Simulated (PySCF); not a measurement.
OsO4, SMILES [O]=[Os](=[O])(=[O])=[O], multiplicity 1.

Geometry optimised at B3LYP-D3(BJ)/def2-SVP. The spin state was assumed, not searched. The isomer is the one that the SMILES or the coordinates give; other isomers of the formula were not compared. The def2 effective core potentials stand for the cores of Os; spin–orbit coupling is left out.

All values below come from TDA-CAM-B3LYP/def2-SVPD (PySCF 2.14.0).

Vertical excitations; the highest root listed may be one member of a degenerate set. Gas-phase values at a fixed geometry. State labels are in the subgroup D2.

```
state  symmetry  energy (eV)  λ (nm)      f                                                             main pairs
-----  --------  -----------  ------  -----  ---------------------------------------------------------------------
S1           B3         4.07     305  0.000                                HOMO→LUMO, HOMO→LUMO+1 (degenerate set)
S2           B1         4.07     305  0.000                            HOMO−2→LUMO, HOMO−2→LUMO+1 (degenerate set)
S3           B2         4.07     305  0.000                                         HOMO−1→LUMO+1 (degenerate set)
S4           B2         4.57     272  0.007                            HOMO−1→LUMO, HOMO−4→LUMO+1 (degenerate set)
S5           B1         4.57     272  0.007               HOMO−2→LUMO+1, HOMO−5→LUMO, HOMO−2→LUMO (degenerate set)
S6           B3         4.57     272  0.007    HOMO→LUMO+1, HOMO−3→LUMO, HOMO→LUMO, HOMO−3→LUMO+1 (degenerate set)
S7           B2         4.78     259  0.000                                           HOMO−4→LUMO (degenerate set)
S8           B1         4.78     259  0.000                            HOMO−5→LUMO+1, HOMO−5→LUMO (degenerate set)
S9           B3         4.78     259  0.000                            HOMO−3→LUMO+1, HOMO−3→LUMO (degenerate set)
S10          B3         5.74     216  0.028  HOMO−3→LUMO 28 %, HOMO→LUMO+1 17 %, HOMO−3→LUMO+1 15 %, HOMO→LUMO 9 %
T1           B1         3.36     369      0                            HOMO−2→LUMO+1, HOMO−2→LUMO (degenerate set)
T2           B3         3.36     369      0                                HOMO→LUMO+1, HOMO→LUMO (degenerate set)
T3           B2         3.36     369      0                                           HOMO−1→LUMO (degenerate set)
T4           B1         3.73     333      0                                   HOMO−2→LUMO 77 %, HOMO−2→LUMO+1 15 %
```
Triplets are in the Tamm–Dancoff approximation.
